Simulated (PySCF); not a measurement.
PdBr at PW91

Computed with PW91; basis Pd def2-TZVPP with ECP28, Br def2-TZVPP; scalar-relativistic core potentials; PySCF 2.14.

- state: ²Σ⁺ (doublet), unpaired electrons σ ↑
- bond length: 2.356 Å
- harmonic wavenumber: 256 cm⁻¹
- force constant: 1.75 mdyn/Å
- rotational constant Be: 0.06717 cm⁻¹
- anharmonicity ωexe: 0.794 cm⁻¹
- vibration–rotation constant αe: 0.000272 cm⁻¹
- well depth De to Pd (4d10) + Br: 67.3 kcal/mol
- dissociation energy D0: 67.0 kcal/mol
- bond order (Mayer): 1.13
- dipole moment (positive dipole means Pd(−)Br(+)): -3.83 D

The metal atom is held in its measured ground configuration; semilocal functionals can put another filling of s and d lower by some tenths of an eV, and De to that atom would be smaller. Spin–orbit coupling is left out, which matters for elements this heavy, above all for dissociation energies. The state is the lowest single determinant that the PBE0 search found; with open d or f shells the true ground state can be another one.
